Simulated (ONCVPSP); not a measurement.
## Transferability test, ONCV potential for nickel (Ni)

```
Element                 : Ni
Generator               : ONCVPSP 4.0.1
Type                    : optimised norm-conserving Vanderbilt (ONCV)
Functional              : PBE
Relativity              : scalar-relativistic
Frozen core             : [Ne]
Valence charge          : 18
Reference configuration : 3s2 3p6 3d8 4s1 4p1
Partial waves           : 3s+4s: rc 1.35 bohr, ncon 4, nbas 7, qcut 9.1 1/bohr, 2 projectors; 3p+4p: rc 1.45 bohr, ncon 4, nbas 9, qcut 10 1/bohr, 2 projectors; 3d: rc 1.45 bohr, ncon 3, nbas 8, qcut 11.4 1/bohr, 3 projectors, debl 1.1 Ha
Local potential         : polynomial inside 1.10 bohr (lpopt 5, dvloc0 1 Ha)
Core correction         : none
```

Energies are relative to the spin-unpolarised reference configuration 3s2 3p6 3d8 4s1 4p1; without spin polarisation the order of configurations can differ from experiment.

| valence configuration | charge | ΔE all-electron (eV) | error AE − PS (meV) |
| --- | --- | --- | --- |
| 3s2 3p6 3d8 4s2 4p0 | 0 | -4.596 | +1.1 |
| 3s2 3p6 3d8 4s0 4p0 | +2 | 22.078 | +2.5 |
| 3s2 3p5 3d8 4s2 4p0 | +1 | 74.928 | -101 |

Task: What are ΔE and the potential's error for 3s2 3p6 3d8 4s1 4p0?

Result: ΔE = 4.727 eV all-electron; the error (AE − PS) is -0.1 meV.

Levels in the configuration 3s2 3p6 3d8 4s2 4p0:

| level | all-electron (eV) | pseudo (eV) |
| --- | --- | --- |
| 3s | -111.059 | -111.056 |
| 3p | -71.388 | -71.384 |
| 3d | -8.874 | -8.866 |
| 4s | -5.643 | -5.645 |
